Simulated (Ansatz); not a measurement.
Steps of a relaxation of C₂H₄BN, SMILES `CC1=NB1` with RKS PBE0-D4/def2-TZVP.

```sh
$ ansatz run in.yaml --threads 2 --pin off --events-out ev --progress --plain --max-ram 4352MiB
```

```yaml
crystal:
  periodic: [false, false, false]
  atoms:
    - {symbol: C, position_ang: [0.262169, 1.140623, -0.182237]}
    - {symbol: C, position_ang: [-0.104760, -0.267563, 0.081191]}
    - {symbol: N, position_ang: [-1.060175, -0.817383, 0.817282]}
    - {symbol: B, position_ang: [-0.183940, -1.726444, 0.117661]}
    - {symbol: H, position_ang: [0.197386, 1.342627, -1.271803]}
    - {symbol: H, position_ang: [-0.392125, 1.846385, 0.368141]}
    - {symbol: H, position_ang: [1.322239, 1.311968, 0.097302]}
    - {symbol: H, position_ang: [0.051306, -2.887312, -0.083337]}
basis:
  gaussian: {orbitals: def2-TZVP}
hamiltonian: {xc: pbe0, dispersion: d4}
relax: {f_tol: 0.005, max_steps: 150}
```

Positions (Å) and forces (eV/Å) along the path, 4 of 4 steps:

```xyz
8
step=1 energy=-4300.5417 eV
C     0.262    1.141   -0.182    0.097    0.234   -0.091
C    -0.105   -0.268    0.081   -0.605   -0.583    0.466
N    -1.060   -0.817    0.817    1.009    0.070   -0.786
B    -0.184   -1.726    0.118   -0.216    0.376    0.182
H     0.197    1.343   -1.272    0.004   -0.114    0.530
H    -0.392    1.846    0.368    0.322   -0.376   -0.269
H     1.322    1.312    0.097   -0.522   -0.103   -0.105
H     0.051   -2.887   -0.083   -0.089    0.496    0.074
8
step=2 energy=-4300.5776 eV
C     0.262    1.134   -0.183    0.039    0.068   -0.037
C    -0.103   -0.267    0.080   -0.258   -0.245    0.196
N    -1.051   -0.810    0.811    0.417   -0.008   -0.324
B    -0.182   -1.716    0.117   -0.118    0.220    0.097
H     0.195    1.333   -1.260    0.006   -0.032    0.156
H    -0.387    1.829    0.363    0.087   -0.106   -0.073
H     1.309    1.302    0.098   -0.150   -0.028   -0.034
H     0.050   -2.861   -0.083   -0.023    0.130    0.019
8
step=3 energy=-4300.5821 eV
C     0.261    1.131   -0.183    0.003    0.002   -0.003
C    -0.104   -0.268    0.081    0.005    0.013   -0.004
N    -1.044   -0.808    0.808   -0.003   -0.021    0.003
B    -0.182   -1.710    0.117   -0.007    0.008    0.006
H     0.194    1.329   -1.256    0.000    0.001   -0.005
H    -0.386    1.821    0.361   -0.003    0.003    0.002
H     1.304    1.298    0.098    0.005    0.000    0.002
H     0.049   -2.850   -0.083    0.000   -0.006    0.000
8
step=4 energy=-4300.5821 eV
C     0.261    1.131   -0.183    0.000    0.000   -0.002
C    -0.104   -0.268    0.081   -0.002    0.004    0.001
N    -1.044   -0.809    0.808    0.002   -0.005    0.000
B    -0.183   -1.710    0.117   -0.001    0.002    0.001
H     0.195    1.329   -1.256    0.001   -0.001    0.000
H    -0.386    1.822    0.360    0.000    0.001    0.000
H     1.304    1.298    0.099    0.000   -0.001    0.001
H     0.048   -2.850   -0.083    0.000   -0.001    0.000
```

It took 9 s on 2 threads of an AMD EPYC 7B13 on a shared host, with 0.26 GiB of host memory at the peak.
